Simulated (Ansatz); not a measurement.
Consider the isomerisation: `C=N[C](=C)[GeH3]` → `[CH]1=NC[CH2][GeH2]1`.

Gas-phase electronic energies from Ansatz, PBE0-D4/def2-TZVP geometries. CCSD(T)/CBS adds triple-zeta CCSD(T) − MP2 to the extrapolated MP2 energy (def2 sets, frozen cores). DFT in def2-TZVPP. For Ge outer-core shells are correlated without core-valence functions, which leaves a few kJ/mol of doubt a bond. Scalar relativity is left out up to krypton. Each species was taken in one conformer, which may not be the lowest.

```
        level  ΔE (eV)
       PBE-D4    -0.90
      PBE0-D4    -1.00
       B2PLYP    -0.82
       r2SCAN    -0.90
         PBE0    -1.00
HF/def2-TZVPP    -0.70
 HF/CBS(def2)    -0.69
MP2/CBS(def2)    -1.00
```

(1) What does CCSD(T)/CBS give? (Best estimate.)

Largest T1 diagnostic among the species: 0.013.

## Answers

(1) Ansatz gave: -0.91 eV. The listed levels differ from it by 0.01, -0.09, 0.09, 0.01, -0.09, 0.21, 0.22, -0.09 eV.

In def2-TZVPP, CCSD(T) changes the Hartree–Fock value by −0.19 eV (the triples alone add +0.02 eV) and MP2 by −0.28 eV. From PBE to PBE0 (25 % exact exchange), in def2-TZVPP and without D4, ΔE moves by −0.10 eV.
